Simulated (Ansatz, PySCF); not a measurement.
Here is a job for PySCF.
```python
from pyscf import gto, scf, dft

mol = gto.M(
    atom='''
C     1.20375736   -0.11633576    0.01209633
O    -0.02342911    0.46081830   -0.13995856
C    -1.18692692   -0.21469587    0.08844375
H     1.18320292   -1.16278172    0.33135107
H     1.80128557    0.50368662    0.71025579
H     1.76939206    0.00272769   -0.93382947
H    -1.06027273   -1.25508521    0.40299733
H    -1.81952555   -0.14493143   -0.81921600
H    -1.78763204    0.35602751    0.82486925
''',
    basis='def2-svpd',
    charge=1,
    spin=1,
    verbose=4,
)

mf = dft.UKS(mol)
mf.xc = 'wb97x'
mf.grids.atom_grid = (99, 590)
mf.grids.prune = None
mf.kernel()
```

Task: Give the equivalent Ansatz (an electronic-structure program) input.

Result: One answer among several that fit: 
Ansatz 0.2 input:
```yaml
crystal:
  periodic: [false, false, false]
  atoms:
    - {symbol: C, position_ang: [1.20375736, -0.11633576, 0.01209633]}
    - {symbol: O, position_ang: [-0.02342911, 0.46081830, -0.13995856]}
    - {symbol: C, position_ang: [-1.18692692, -0.21469587, 0.08844375]}
    - {symbol: H, position_ang: [1.18320292, -1.16278172, 0.33135107]}
    - {symbol: H, position_ang: [1.80128557, 0.50368662, 0.71025579]}
    - {symbol: H, position_ang: [1.76939206, 0.00272769, -0.93382947]}
    - {symbol: H, position_ang: [-1.06027273, -1.25508521, 0.40299733]}
    - {symbol: H, position_ang: [-1.81952555, -0.14493143, -0.81921600]}
    - {symbol: H, position_ang: [-1.78763204, 0.35602751, 0.82486925]}
basis:
  gaussian:
    orbitals: def2-SVPD
hamiltonian:
  xc: {name: wB97X}
total_charge: 1
magnetization: {spin_polarized: true, initial_magnetization: 1}
accuracy: high
```

Both were run: PySCF gave -154.512595 Eh and Ansatz -154.512595 Eh, 0.000 mEh apart.
